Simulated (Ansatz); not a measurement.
Z-matrix (Å, degrees):
```
N
C 1 1.3576
O 2 1.2141 1 125.77
H 2 1.1048 3 122.32 1 179.99
C 1 1.4449 2 121.75 4 -0.02
H 5 1.0894 1 109.64 2 0.16
H 5 1.0941 6 108.49 1 -121.34
H 5 1.0942 6 108.49 7 -117.29
C 1 1.4486 2 120.51 4 -179.97
H 9 1.0866 1 108.39 2 0.09
H 9 1.0936 10 109.46 1 -120.65
H 9 1.0936 10 109.45 11 -118.69
```
Charge 0, spin multiplicity 1.

Level of theory: Ansatz (a program for electronic structure) with frozen-core CCSD(T)/cc-pVTZ // B3LYP-D3(BJ)/def2-TZVP.

HF energy: -247.08222 Ha
MP2 correlation energy: -0.95282 Ha

**Question.** Estimate the CCSD correlation energy, the (T) correction, the total energy and the T1 diagnostic.

**Answer.** 
The CCSD correlation energy is -0.98315 Ha and the (T) correction comes out as -0.04183 Ha. The CCSD(T) total energy is -248.10720 Ha and the T1 diagnostic is 0.014.
